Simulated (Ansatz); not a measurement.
Total energies of the cluster PtS2⁺ (the lowest doublet isomer of a short search) from Ansatz at PBE0-D4/def2-TZVP, gas phase (1 Eh = 27.2114 eV = 2625.5 kJ/mol). The reference geometry is relaxed at r2SCAN-D4/def2-TZVP.

```xyz
3

Pt   -0.783   -0.726   -0.796
S     1.095    0.347   -0.280
S    -0.313    0.379    1.076
```

```csv
state,geometry,energy (Eh)
charge 1 doublet,reference,-915.18837
charge 0 singlet,reference,-915.46536
charge 1 quartet,relaxed at r2SCAN-D4/def2-TZVP,-915.14198
```

In the def2 sets Pt takes a core potential; there is no spin–orbit coupling.

(1) Work out the vertical electron affinity, to the singlet.

(2) Which of the charge 1 states is lowest, and how far above it are the others?

(1) E(charge 1 doublet) − E(charge 0 singlet) = -915.18837 − (-915.46536) = 0.27699 Eh = 7.54 eV.

(2) The doublet. quartet: -915.14198 − (-915.18837) = 0.04639 Eh = 121.8 kJ/mol.

A triplet lies near this restricted singlet, and broken spin symmetry wasn't tried. 

The structure comes from a short search, and lower isomers may exist.
